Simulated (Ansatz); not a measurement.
Input for Ansatz (a first-principles code): R-BLYP/def2-TZVPP on ClH3PbSi (SMILES [SiH3][Pb][Cl]), a point of a torsion scan. Elements past Kr take the def2 small-core potentials; no spin–orbit coupling.

Ansatz 0.2 input:
```yaml
crystal:
  periodic: [false, false, false]
  atoms:
    - {symbol: Si, position_ang: [-0.73993953, -0.03936779, 0.01865078]}
    - {symbol: Pb, position_ang: [1.67894862, -1.20903172, -0.17151296]}
    - {symbol: Cl, position_ang: [1.48857457, -2.41559075, 2.01963814]}
    - {symbol: H, position_ang: [-1.12371817, 0.45107577, 1.33804242]}
    - {symbol: H, position_ang: [-1.85611956, -0.88907118, -0.40314626]}
    - {symbol: H, position_ang: [-0.87684040, 1.13880788, -0.85005140]}
basis:
  gaussian:
    orbitals: def2-TZVPP
hamiltonian:
  xc: {name: BLYP}
scf: {lower_state_search: off}
```

Q: What total energy does the run end on?

A: -944.4029 hartree.
